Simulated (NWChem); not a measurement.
System: C2H6O2Si; SMILES C[SiH2]OC=O

Here is an NWChem input.

```
start job
memory heap 200 mb stack 900 mb global 1100 mb
geometry units angstroms noautosym nocenter noautoz
  C     -0.330804     2.391176     0.000000
  Si     0.492861     0.709247     0.000000
  O     -0.819667    -0.408042     0.000000
  C     -0.563843    -1.724803     0.000000
  O      0.538594    -2.218808     0.000000
  H      0.422723     3.187916     0.000000
  H     -0.961050     2.523112     0.886305
  H     -0.961050     2.523112    -0.886305
  H      1.311663     0.501928    -1.218562
  H      1.311663     0.501928     1.218562
  H     -1.499374    -2.304930     0.000000
end
basis spherical
  * library def2-svp
end
dft
  xc m05-2x
  iterations 150
end
cosmo
  do_cosmo_smd true
  solvent water
end
task dft energy
```

Excerpt of the output:

```
             Northwest Computational Chemistry Package (NWChem) 7.3.0
             --------------------------------------------------------

                             Geometry "geometry" -> ""
                             -------------------------

 Output coordinates in angstroms (scale by  1.889725989 to convert to a.u.)

  No.       Tag          Charge          X              Y              Z
 ---- ---------------- ---------- -------------- -------------- --------------
    1 C                    6.0000    -0.33080400     2.39117600     0.00000000
    2 Si                  14.0000     0.49286100     0.70924700     0.00000000
    3 O                    8.0000    -0.81966700    -0.40804200     0.00000000
    4 C                    6.0000    -0.56384300    -1.72480300     0.00000000
    5 O                    8.0000     0.53859400    -2.21880800     0.00000000
    6 H                    1.0000     0.42272300     3.18791600     0.00000000
    7 H                    1.0000    -0.96105000     2.52311200     0.88630500
    8 H                    1.0000    -0.96105000     2.52311200    -0.88630500
    9 H                    1.0000     1.31166300     0.50192800    -1.21856200
   10 H                    1.0000     1.31166300     0.50192800     1.21856200
   11 H                    1.0000    -1.49937400    -2.30493000     0.00000000

 Effective nuclear repulsion energy (a.u.)     227.7527287246

                                 NWChem DFT Module
                                 -----------------

 Summary of "ao basis" -> "ao basis" (spherical)
 ------------------------------------------------------------------------------
       Tag                 Description            Shells   Functions and Types
 ---------------- ------------------------------  ------  ---------------------
 C                          def2-svp                 6       14   3s2p1d
 Si                         def2-svp                 8       18   4s3p1d
 O                          def2-svp                 6       14   3s2p1d
 H                          def2-svp                 3        5   2s1p

 in cosmo_initialize ...
 calling solv_data for solv:h2o

 solvent parameters
 solvname_short: h2o
 solvname_long:  water
 dielec:       78.4000
 dielecinf:     1.7769
 aqueous SMD model solvent descriptors
 dielec:       78.4000
 sola:          0.8200

[...]

                                COSMO-SMD solvation results
                                ---------------------------

             internal energy in gas <Psi(g)|H|Psi(g)> =      -519.500074630441
         internal energy in solvent <Psi(s)|H|Psi(s)> =      -519.497912109655
                               delta internal energy  =         0.002162520785 (    1.36 kcal/mol)
   total free energy in solvent <Psi(s)|H+V/2|Psi(s)> =      -519.511460602735
 polarization energy contribution <Psi(s)|V/2|Psi(s)> =        -0.013548493079 (   -8.50 kcal/mol)
    total free energy in solvent including G(SMD-CDS) =      -519.502519130692
                       G(SMD-CDS) energy contribution =         0.008941472043 (    5.61 kcal/mol)
     1 M fixed-concentration free energy of solvation =        -0.002444500251 (   -1.53 kcal/mol)

                       DFT Final Molecular Orbital Analysis
                       ------------------------------------

 Vector   22  Occ=2.000000D+00  E=-3.909134D-01
              MO Center=  6.2D-01,  2.1D-01,  1.2D-08, r^2= 3.2D+00
   Bfn.  Coefficient  Atom+Function         Bfn.  Coefficient  Atom+Function
  ----- ------------  ---------------      ----- ------------  ---------------
    38      0.304322   3 O  pz               90      0.278584   9 H  s
    95     -0.278584  10 H  s                41      0.243459   3 O  pz
    24     -0.231808   2 Si pz               91      0.207494   9 H  s
    96     -0.207494  10 H  s                66     -0.184009   5 O  pz
    69     -0.146955   5 O  pz               21      0.124318   2 Si pz

 Vector   23  Occ=2.000000D+00  E=-3.871988D-01
              MO Center=  1.2D-01,  1.5D+00, -1.0D-08, r^2= 2.7D+00
   Bfn.  Coefficient  Atom+Function         Bfn.  Coefficient  Atom+Function
  ----- ------------  ---------------      ----- ------------  ---------------
     5      0.357836   1 C  py                8      0.213789   1 C  py
    23     -0.213908   2 Si py               22      0.193611   2 Si px
     4     -0.189031   1 C  px               90      0.157789   9 H  s
    95      0.157789  10 H  s                26     -0.137971   2 Si py
     3     -0.127548   1 C  s                36     -0.124030   3 O  px

 Vector   24  Occ=2.000000D+00  E=-3.822717D-01
              MO Center=  1.4D-01, -1.9D+00, -2.1D-09, r^2= 2.0D+00
   Bfn.  Coefficient  Atom+Function         Bfn.  Coefficient  Atom+Function
  ----- ------------  ---------------      ----- ------------  ---------------
    65      0.499564   5 O  py               68      0.376223   5 O  py
    64      0.261647   5 O  px              100      0.223067  11 H  s
    37      0.205888   3 O  py               67      0.173081   5 O  px
    40      0.156831   3 O  py               35     -0.136500   3 O  s
   101      0.113080  11 H  s                50     -0.096842   4 C  px

 Vector   25  Occ=0.000000D+00  E= 3.799726D-02
              MO Center= -3.1D-01, -1.6D+00,  2.4D-10, r^2= 2.0D+00
   Bfn.  Coefficient  Atom+Function         Bfn.  Coefficient  Atom+Function
  ----- ------------  ---------------      ----- ------------  ---------------
    55      0.605942   4 C  pz               52      0.542027   4 C  pz
    69     -0.433709   5 O  pz               27     -0.393098   2 Si pz
    66     -0.369693   5 O  pz               91     -0.262195   9 H  s
    96      0.262195  10 H  s                41     -0.214469   3 O  pz
    38     -0.202963   3 O  pz                9      0.080000   1 C  pz

[...]
```

Level: M05-2X/def2-SVP, SMD on the gas-phase geometry. Coordinates come from a B3LYP/6-31G* (spherical d) optimisation. Solvent: water.
